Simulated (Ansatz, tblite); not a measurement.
Forces on (MeSi)4O6 adamantane (C4H12O6Si4) at its r2SCAN-D4/def2-SVP geometry. The state is a singlet with charge 0.

The xTB rows come from tblite.

GFN1-xTB (tblite), largest force 1.26 eV/Å:

```xyz
26
positions Å, forces eV/Å
Si   -0.202   -1.384    1.059    0.144    0.993   -0.760
C    -0.412   -2.829    2.165   -0.097   -0.668    0.511
O     1.096   -1.537    0.006   -0.062    0.087   -0.001
Si    1.378   -0.265   -1.052   -0.989    0.190    0.756
C     2.818   -0.542   -2.152    0.665   -0.128   -0.508
O     1.536    1.095   -0.081   -0.087   -0.062    0.005
Si    0.269    1.440    0.965   -0.192   -1.034   -0.692
C     0.550    2.945    1.972    0.130    0.695    0.466
O     0.063    0.052    1.886   -0.004   -0.003   -0.107
O    -1.096    1.537   -0.006    0.062   -0.087    0.000
Si   -1.445    0.209   -0.971    1.038   -0.149    0.696
C    -2.956    0.426   -1.986   -0.698    0.101   -0.469
O    -1.535   -1.095    0.081    0.087    0.062   -0.005
O    -0.063   -0.052   -1.886    0.003    0.004    0.107
H    -1.275   -2.681    2.832    0.215   -0.281   -0.011
H     0.486   -2.973    2.784   -0.294   -0.196    0.003
H    -0.580   -3.743    1.576    0.014    0.027    0.352
H     2.647   -1.417   -2.796    0.287    0.206    0.007
H     3.727   -0.718   -1.557   -0.026    0.008   -0.353
H     2.986    0.336   -2.793    0.187   -0.300    0.003
H     1.445    2.825    2.601   -0.212    0.282   -0.017
H    -0.314    3.136    2.627    0.296    0.192   -0.023
H     0.696    3.821    1.322    0.003   -0.006    0.354
H    -3.832    0.589   -1.340    0.005   -0.011   -0.353
H    -3.138   -0.468   -2.601   -0.196    0.294    0.011
H    -2.849    1.294   -2.654   -0.279   -0.215    0.026
```

GFN2-xTB (tblite), largest force 2.33 eV/Å:

```
Si 0.267 1.836 -1.406
C -0.142 -0.975 0.747
O -0.668 0.937 -0.004
Si -1.830 0.352 1.397
C 0.971 -0.187 -0.742
O -0.936 -0.667 0.049
Si -0.357 -1.912 -1.280
C 0.189 1.015 0.679
O -0.038 -0.032 -1.149
O 0.668 -0.936 0.004
Si 1.919 -0.277 1.289
C -1.019 0.146 -0.684
O 0.936 0.668 -0.050
O 0.038 0.031 1.149
H 0.484 -0.142 -0.337
H -0.521 0.025 -0.309
H 0.087 0.464 0.380
H 0.155 0.488 0.324
H -0.461 0.090 -0.382
H -0.039 -0.512 0.322
H -0.499 0.128 -0.319
H 0.504 -0.049 -0.333
H -0.072 -0.440 0.411
H 0.440 -0.084 -0.408
H 0.044 0.519 0.311
H -0.121 -0.486 0.341
```

PBE0-D4/def2-TZVP (Ansatz), largest force 1.14 eV/Å:

```
Si 0.131 0.900 -0.688
C -0.027 -0.188 0.144
O -0.381 0.535 -0.003
Si -0.897 0.172 0.685
C 0.187 -0.036 -0.143
O -0.534 -0.381 0.029
Si -0.175 -0.937 -0.628
C 0.036 0.195 0.131
O -0.022 -0.018 -0.656
O 0.381 -0.534 0.002
Si 0.941 -0.136 0.632
C -0.196 0.028 -0.132
O 0.534 0.381 -0.028
O 0.022 0.019 0.656
H 0.227 -0.030 -0.181
H -0.233 0.046 -0.169
H 0.045 0.248 0.147
H 0.037 0.229 0.176
H -0.246 0.050 -0.148
H -0.054 -0.228 0.173
H -0.235 0.022 -0.171
H 0.224 -0.060 -0.176
H -0.040 -0.238 0.164
H 0.238 -0.044 -0.162
H 0.057 0.232 0.167
H -0.018 -0.228 0.181
```
